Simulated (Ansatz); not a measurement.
Wavefunction ladder for `NC#C[TeH]`

```xyz
7

N    -0.836    1.412    0.645
C    -0.126    0.370    0.222
C     0.467   -0.597   -0.208
Te    1.654   -2.116   -0.740
H    -1.232    1.364    1.570
H    -0.529    2.330    0.368
H     0.602   -2.762   -1.857
```

Charge 0, multiplicity 1. Correlated methods include outer-core shells of Te, which these sets cover unevenly. Te takes the def2 core potential. The structure was optimised at the PBE0-D4/def2-TZVP level. It is one conformer, not always the lowest. Frozen core, restricted reference, the Gaussian-basis code of Ansatz.

```csv
basis,HF (Eh),MP2 corr.,CCSD corr.,(T),CCSD(T) total
def2-SVP,?,-0.53450,-0.56342,?,?
def2-TZVPP,-398.90436,-0.97358,?,?,?
def2-QZVPP,-398.91205,-1.16696,–,–,–
```

Task: Fill in the withheld values. (An estimate is asked.)

Result: The calculation gave: def2-SVP HF (Eh): -398.73703; def2-SVP (T): -0.02125; def2-SVP CCSD(T) total: -399.32170; def2-TZVPP CCSD corr.: -0.96325; def2-TZVPP (T): -0.03726; def2-TZVPP CCSD(T) total: -399.90487.
